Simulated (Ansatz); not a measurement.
Frontier orbitals of C₁₀H₂₂N₂OSiTi (`C[O][Ti]1234([N](C)C)([N](C)C)[C@@H]5[C@H]1[C@H]2[C@]3([SiH3])[C@@H]54`).

```xyz
37

C     2.875    0.697    0.087
O     1.802   -0.180    0.029
Ti   -0.025   -0.110   -0.062
N    -0.250    1.387   -1.235
C    -1.331    2.333   -1.193
C     0.403    1.376   -2.518
N    -0.726    0.620    1.550
C     0.056    1.751    2.007
C    -1.758    0.310    2.499
C    -1.430   -1.370   -1.529
C    -1.992   -1.506   -0.246
C    -1.065   -2.197    0.564
C     0.082   -2.498   -0.206
Si    1.658   -3.291    0.370
C    -0.157   -1.971   -1.503
H     3.735    0.281   -0.451
H     3.183    0.872    1.125
H     2.627    1.669   -0.363
H    -1.788    2.350   -0.203
H    -2.120    2.092   -1.925
H    -0.978    3.348   -1.430
H    -0.280    1.081   -3.332
H     1.247    0.682   -2.522
H     0.791    2.373   -2.772
H    -0.585    2.631    2.166
H     0.817    2.033    1.277
H     0.561    1.533    2.959
H    -1.337    0.049    3.481
H    -2.375   -0.521    2.165
H    -2.419    1.176    2.657
H    -1.882   -0.868   -2.371
H    -2.952   -1.120    0.064
H    -1.194   -2.432    1.610
H     1.487   -4.770    0.442
H     2.747   -3.002   -0.595
H     2.026   -2.815    1.728
H     0.547   -1.993   -2.324
```

Total charge 0; spin multiplicity 1. Correlated methods include outer-core shells of Ti, which these sets cover unevenly. Scalar relativity is left out up to krypton. Geometry: relaxed with PBE0-D4/def2-TZVP. It is one conformer, not always the lowest. Basis def2-TZVPP, Ansatz.

```tsv
functional	HOMO (eV)	LUMO (eV)	gap (eV)
PBE	-4.76	-1.90	2.86
BLYP	-4.64	-1.79	2.85
r2SCAN	-4.94	-1.80	3.14
PBE0	-5.87	-0.94	4.93
B3LYP	-5.69	-1.19	4.50
r2SCANh	-5.37	-1.43	3.94
BHLYP	-6.93	0.18	7.11
ωB97X-V	-8.11	1.20	9.31
ωB97M-V	-8.05	1.12	9.17
```

Against PBE, PBE0 changes HOMO and LUMO by −1.11 and +0.96 eV, ωB97M-V by −3.29 and +3.02 eV. A gap of 2.86 eV thus becomes 9.17 eV for the same molecule, so an orbital gap means little without its functional. A positive LUMO is unbound and depends on the basis.

B3LYP here is the variant with VWN-RPA as its local correlation; programs differ in this.
